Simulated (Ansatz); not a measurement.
Isomers of CH$_{7}$NSiSn, relaxed with PBE0-D4/def2-TZVP in Ansatz; electronic energies, one conformer each and not always the lowest. Functionals use def2-TZVPP; CBS adds triple-zeta CCSD(T) − MP2 to the MP2 limit of def2-TZVPP and def2-QZVPP.

Elements past krypton have def2 core potentials. Outer-core shells of Sn are correlated without core-valence functions. Spin–orbit coupling is left out.

(1) Order them by energy at frozen-core CCSD(T)/CBS, lowest first. (Best estimate.)
A. `[CH3][SnH]1[NH][SiH2]1`
B. `C1[NH][SnH2][SiH2]1`
C. `[CH2]1[SiH2][NH][SnH2]1`
D. `[SiH3]/N=[CH]\[SnH3]`

(2) How do PBE0-D4, B3LYP, HF/CBS(def2), B2PLYP place them (kJ/mol, against `[CH2]1[SiH2][NH][SnH2]1`)? (An estimate is asked.)

## Answers

(1) C (0.0 kJ/mol), A (78.1 kJ/mol), B (138.5 kJ/mol), D (182.0 kJ/mol).

(2) Ansatz gave: 
| isomer | PBE0-D4 | B3LYP | HF/CBS(def2) | B2PLYP |
| --- | --- | --- | --- | --- |
| `C1[NH][SnH2][SiH2]1` | 119.5 | 123.1 | 144.4 | 132.4 |
| `[SiH3]/N=[CH]\[SnH3]` | 175.2 | 145.2 | 146.6 | 160.1 |
| `[CH3][SnH]1[NH][SiH2]1` | 71.6 | 64.0 | 93.7 | 71.5 |

B3LYP here is the variant with VWN-RPA as its local correlation; programs differ in this.
